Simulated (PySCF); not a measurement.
Compound: C5H3F3O3.
Numbering: `[O:1]=[C:2]1[O:3][CH2:4][C@H:5]1[C:6](=[O:7])[C:8]([F:9])([F:10])[F:11]` (hydrogens: H12, H13 on C4; H14 on C5)

Method used: PySCF, PBE0-D3(BJ)/def2-SVP geometry optimisation, gas phase.

(1) Give the optimised bond lengths and angles.

Answers

(1) 
```csv
bond,length (Å),order
O1=C2,1.181,double
C2–O3,1.348,single
O3–C4,1.450,single
C4–C5,1.522,single
C5–C6,1.503,single
C6=O7,1.198,double
C6–C8,1.545,single
C8–F9,1.319,single
"C8–F10, C8–F11",1.332,single
C2–C5,1.548,single
C4–H12,1.098,single
C4–H13,1.098,single
C5–H14,1.101,single
```

Bonds in one row agree within 0.01 Å and their mean is given. Orders are formal, as drawn. A selection of angles:
```csv
angle,degrees
O1–C2–O3,129.6
O1–C2–C5,136.8
O3–C2–C5,93.6
C2–O3–C4,92.9
O3–C4–C5,90.7
C4–C5–C6,117.0
C2–C5–C4,82.8
C2–C5–C6,116.8
C5–C6–O7,124.2
C5–C6–C8,115.7
O7–C6–C8,120.0
C6–C8–F9,111.1
C6–C8–F10,110.3
F9–C8–F10,108.7
F10–C8–F11,108.4
```

Torsions: O1–C2–O3–C4 180° (antiperiplanar); C2–O3–C4–C5 1° (synperiplanar); O3–C4–C5–C6 -117° (anticlinal); C4–C5–C6–O7 -5° (synperiplanar); C5–C6–C8–F9 162° (antiperiplanar); O1–C2–C5–C4 180° (antiperiplanar).

O3 (ester single-bonded oxygen) is bent (angle 92.9°). The 4-membered ring C2–O3–C4–C5 has internal angles of 82.8° to 93.6° (sum 360°, against 360° for a flat polygon); it is planar, 0.01 Å rms from its mean plane, widest ring torsion 1°. The C–O distances run from 1.181 Å (O1=C2, drawn double) to 1.450 Å (O3–C4, drawn single), a spread of 0.269 Å. The 4 C–C bonds span 1.503 Å (C5–C6, drawn single) to 1.548 Å (C2–C5, drawn single), a spread of 0.045 Å. Of the pairs four or more bonds apart, F10···H14 is among the closest relative to their van der Waals radii: 2.46 Å, 92 % of the sum of Bondi's values.

Point group: C1 (no symmetry element, even within 0.4 Å). Whether it is a minimum is left open (no frequencies). The numbers are those of one conformer.
